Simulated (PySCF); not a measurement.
Two species compared at the same levels of theory.

First species: C₆H₈N₂.
Numbering: `[H]/[N:8]=[C:7]1\[C@@H:3]([C:2]#[N:1])[CH2:4][CH2:5][CH2:6]1` (hydrogens: H9 on C3; H10, H11 on C4; H12, H13 on C5; H14, H15 on C6; H16 on N8)

Second species: C2H10P2Si.
SMILES: `CP(C)P[SiH3]`

Levels: PBE0/def2-SVPD for HOMO energy, LUMO energy, HOMO–LUMO gap and static isotropic polarisability; TDDFT PBE0/def2-SVPD for lowest singlet excitation; TDA PBE0/def2-SVPD for lowest triplet excitation (Tamm–Dancoff). Geometries: GFN2-xTB. Each species is one conformer at its optimised geometry, gas phase, non-relativistic unless stated; the electronic structure was computed with PySCF and density fitting.

Dipoles, sizes and rotational constants follow the conformer. The torsions of the flexible species, by atom-mapped SMILES:
- `[CH3:1][P:2]([CH3:3])[PH:4][SiH3:5]`: C1–P2–P4–Si5 -79°

The conformers of `[H]/N=C1/CCC[C@@H]1C#N` aren't listed.

Values for the first species:

| Quantity | Value |
| --- | --- |
| HOMO energy | -7.67 eV |
| LUMO energy | -0.84 eV |
| HOMO–LUMO gap | 6.83 eV |
| Lowest singlet excitation | 4.98 eV |
| Lowest triplet excitation (Tamm–Dancoff) | 4.23 eV |
| Static isotropic polarisability | 76.2 au |

(1) Estimate the same properties for the second species, and the change in each.

Results:

(1) 
```json
{"property": "HOMO energy", "first": "-7.67 eV", "second": "-6.21 eV", "second less first": "+1.46 eV"}
{"property": "LUMO energy", "first": "-0.84 eV", "second": "-0.14 eV", "second less first": "+0.70 eV"}
{"property": "HOMO–LUMO gap", "first": "6.83 eV", "second": "6.07 eV", "second less first": "-0.76 eV"}
{"property": "lowest singlet excitation", "first": "4.98 eV", "second": "4.97 eV", "second less first": "-0.01 eV"}
{"property": "lowest triplet excitation (Tamm–Dancoff)", "first": "4.23 eV", "second": "4.08 eV", "second less first": "-0.15 eV"}
{"property": "static isotropic polarisability", "first": "76.2 au", "second": "109.2 au", "second less first": "+33.0 au"}
```

On the first: The 8 singlets span 4.98 to 7.99 eV, and their oscillator strengths add up to 0.20. The vertical singlet–triplet gap S1 − T1 is 0.75 eV (TDDFT singlet less Tamm–Dancoff triplet; S1: HOMO→LUMO, weight 0.97; T1: HOMO→LUMO, weight 0.93).

On the second: No computed singlet falls in the visible range (750 to 380 nm, 1.65 to 3.26 eV); S1 lies 1.71 eV above its blue end. The polarisability is 16.17 Å³ as a volume (1 au = 0.148185 Å³), or 1.65 au for each of the 66 electrons.
